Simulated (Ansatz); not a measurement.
H3Sb (SMILES [SbH3]), charge 0, multiplicity 1, relaxed at each level with Ansatz (a first-principles code); harmonic frequencies from differences of analytic forces, average atomic masses, frozen cores. Elements past Kr take the def2 small-core potentials, without spin–orbit coupling.

| level | harmonic frequencies (cm⁻¹) | ZPE (eV) | cost over HF/def2-TZVPP (rough) |
|---|---|---|---|
| HF/def2-TZVPP | 883 924 924 2067 2067 2076 | 0.554 | ×1 |
| B3LYP/def2-TZVPP | 810 842 842 1931 1937 1937 | 0.515 | ×1 |
| PBE0/def2-TZVPP | 802 844 844 1966 1973 1973 | 0.521 | ×1 |
| wB97X-V/def2-TZVPP | 825 869 869 2018 2020 2020 | 0.534 | ×2 |
| CCSD(T)/def2-SVP | 832 864 864 1959 1963 1963 | 0.524 | ×0.7 |
| CCSD(T)/def2-TZVPP | 810 851 851 1965 1966 1966 | 0.521 | ×6 |
